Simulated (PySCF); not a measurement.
**Level sweep**

Species: diboron dioxide, B₂O₂.
Structure used (PBE0-D3(BJ)/def2-SVP), in Å, numbered top down from 1:
```
atom  x, y, z in Å
O1    -2.0009   -0.0346   -0.5039
B2    -0.8132   -0.0118   -0.3411
B3     0.8233    0.0175   -0.1170
O4     2.0113    0.0385    0.0447
```

PySCF, dipoles from the SCF density, polarisabilities from static response with core orbitals frozen. Isolated species at its PBE0-D3(BJ)/def2-SVP geometry, gas phase.

The anisotropy is √(½[(α1 − α2)² + (α2 − α3)² + (α3 − α1)²]).

| level | α (Å³) | anisotropy (Å³) |
| --- | --- | --- |
| LDA/def2-SVPD | 4.62 | 3.53 |
| PBE/def2-SVPD | 4.65 | 3.56 |
| B3LYP/def2-SVPD | 4.46 | 3.28 |
| PBE0/def2-SVPD | 4.39 | 3.20 |
| BHandHLYP/def2-SVPD | 4.21 | 2.93 |
| CAM-B3LYP/def2-SVPD | 4.37 | 3.10 |
| wB97X-D/def2-SVPD | 4.38 | 3.11 |
| LC-wPBE/def2-SVPD | 4.27 | 2.99 |
| HF/def2-SVPD | 3.95 | 2.51 |
| PBE0/6-31G* | 3.37 | 3.38 |
| PBE0/def2-SVP | 3.42 | 3.23 |
| PBE0/6-31+G* | 3.88 | 4.03 |
| PBE0/aug-cc-pVDZ | 4.39 | 3.28 |
| PBE0/def2-TZVP | 4.17 | 3.40 |
| PBE0/def2-TZVPD | 4.45 | 3.24 |
| PBE0/aug-cc-pVTZ | 4.44 | 3.24 |

No reference polarisability is at hand; against PBE0 in the largest diffuse basis at hand (aug-cc-pVTZ) the other PBE0 rows deviate by 6-31G* -24%, def2-SVP -23%, 6-31+G* -13%, def2-SVPD -1%, aug-cc-pVDZ -1%, def2-TZVP -6%, def2-TZVPD 0%. The dipole stays under 0.05 D at every level. In one basis (def2-SVPD) the functionals order the polarisability from HF (lowest) to PBE (highest), a spread of 18%. With PBE0 the polarisability is 3.65 Å³ without diffuse functions (mean of 6-31G*, def2-SVP and def2-TZVP) and 4.31 Å³ with them (mean of 6-31+G*, def2-SVPD, aug-cc-pVDZ, def2-TZVPD and aug-cc-pVTZ).
